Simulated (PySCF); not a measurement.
# Calculated NMR parameters of C#C[Si@@H](P)O/C=C\C

| Quantity | Value |
| --- | --- |
| Formula | C5H9OPSi |
| SMILES | C#C[Si@@H](P)O/C=C\C |
| Point group of the computed structure | C1 |
| Carbon signals | 5 |
| Proton signals | 6 |

Structure with atom numbers: `[CH:1]#[C:2][Si@@H:3]([PH2:4])[O:5]/[CH:6]=[CH:7]\[CH3:8]` (H(Xn): hydrogen on atom n).

[PySCF 2.14.0 with density-fitted response routines: structure optimised with GFN2-xTB; shieldings: GIAO PBE0/pcSseg-1; no relativistic terms; a single conformation; isolated molecule; fast rotation and ring inversion assumed for equivalent nuclei]

Chemical shifts δ = σref − σ; $^{1}$H, $^{13}$C, $^{29}$Si vs TMS; $^{31}$P against H3PO4; H2O for $^{17}$O, all at this level.

| carbon | δC, type | δH (multiplicity) | HMBC from (2–3 bonds) | span of the C tensor (ppm) |
| --- | --- | --- | --- | --- |
| C1 | 104.5, CH | 2.18 (d) | H(Si3) | 234 |
| C2 | 90.7, C | – | H(Si3), H(C1), H(P4) | 295 |
| C6 | 144.8, CH | 6.42 (m) | H(Si3), H(C7), H(C8) | 161 |
| C7 | 116.2, CH | 5.02 (m) | H(C6), H(C8) | 194 |
| C8 | 12.4, CH3 | 1.91 (d) | H(C6), H(C7) | 26 |

Other nuclei:
```csv
atoms,nucleus,environment,δ (ppm),σ (ppm)
H(Si3),$^{1}$H,"hydrogen on a silicon bonded to C, O, P",5.68,26.03
H(P4),$^{1}$H,hydrogen on a phosphorus bonded to Si,1.45,30.27
P4,$^{31}$P,"phosphorus bonded to Si, 2 H",-277.7,596.1
Si3,$^{29}$Si,"silicon bonded to C, O, P, H",-30.2,379.4
O5,$^{17}$O,"oxygen bonded to C, Si",117.5,218.5
```

1. δC 144.8: alkene carbon bearing oxygen; an sp2 carbon further deshielded by the attached heteroatom.
2. δC 116.2: β carbon of an enol-ether or enamine type C=C.
3. δC 104.5: terminal alkyne carbon; sp carbons lie upfield of alkene carbons because the cylindrical π system leaves one tensor component strongly shielded.
4. δC 90.7: alkyne carbon; the triple bond shields along its axis, which puts it between sp3 and sp2 carbons.
5. δH 6.42: hydrogen on an alkene carbon bearing oxygen; olefinic region.

Splittings by $^{31}$P in the carbon and heteronuclear signals aren't shown, as no couplings were computed. Shifts are as computed. Against solution values, carbons near 30 ppm lie about +3 ppm off and those near 130 ppm about +5 ppm. Of 1309 compounds with measured shifts, 239 miss one by over three times the rms of a fit or turn the order of signals round; such compounds aren't used in these exercises. Experimental scales use liquid or dissolved standards, which lie at an offset from isolated H2O (liquid H2O: subtract about 36 ppm) and H3PO4. Multiplicities follow the n + 1 count of equivalent neighbours, as no J values were calculated; m marks all less simple cases, F and P coupling included.
